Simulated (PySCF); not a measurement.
## Electron correlation in Kr²⁺ (krypton, charge +2)

[Ar] 3d10 4s1 4p5, high-spin 3P determinant (an excited configuration). Calculation: PySCF 2.14, in x2c-QZVPPall; the spin-free X2C one-electron Hamiltonian (Gaussian nucleus). Frozen: [Ar] 3d10; 6 electrons correlated.

```json
{"level": "CCSD", "correlation energy (mhartree)": "-218.38"}
{"level": "(T)", "correlation energy (mhartree)": "-16.80"}
{"level": "CCSD(T)", "correlation energy (mhartree)": "-235.18"}
```

Diagnostics: T1 = 0.013, D1 = 0.0245, largest double amplitude 0.191.

Task: Is a single reference adequate?

Result: Not fully. A double-excitation amplitude exceeds 0.15, a sign of near-degeneracy.
